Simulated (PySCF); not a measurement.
# Ionisation energy of Pb⁵⁷⁺ by level of theory

Pb⁵⁷⁺ [Ar] 3d7 (4F) → Pb⁵⁸⁺ [Ar] 3d6 (5D), as a difference of total energies. Computed with PySCF 2.14 in an uncontracted even-tempered set (17 s from 15 bohr⁻², ratio 2.5; 13 p from 19 bohr⁻², ratio 2.5; 7 d from 19 bohr⁻², ratio 2.5; 4 f from 76 bohr⁻², ratio 2.7; 3 g from 110 bohr⁻², ratio 2.7), with the spin-free X2C one-electron Hamiltonian (Gaussian nucleus). Correlated levels: outer shells: [Ne] frozen; virtual orbitals above 40 to 60 times the deepest correlated orbital energy dropped. The calculations carry no spin-orbit coupling.

| method | ionisation energy (eV) |
| --- | --- |
| UHF | 5899.7 |
| LDA | 5898.3 |
| PBE | 5899.8 |
| PBE0 | 5900.3 |
| r2SCAN | 5902.2 |
| r2SCANh | 5902.2 |
| B3LYP | 5900.6 |
| MP2 (outer shells) | 5900.9 |
| SCS-MP2 (outer shells) | 5901.1 |

Spin-orbit coupling is strong in these open shells (close to jj coupling). The scalar numbers leave it out and a first-order estimate fails, so it can dominate the gap to the real levels.

Breit and QED terms and the two-electron picture change are absent.

For comparison: 5862 ± 6 eV (theoretical estimate listed by NIST; NIST Atomic Spectra Database, ionization energies).
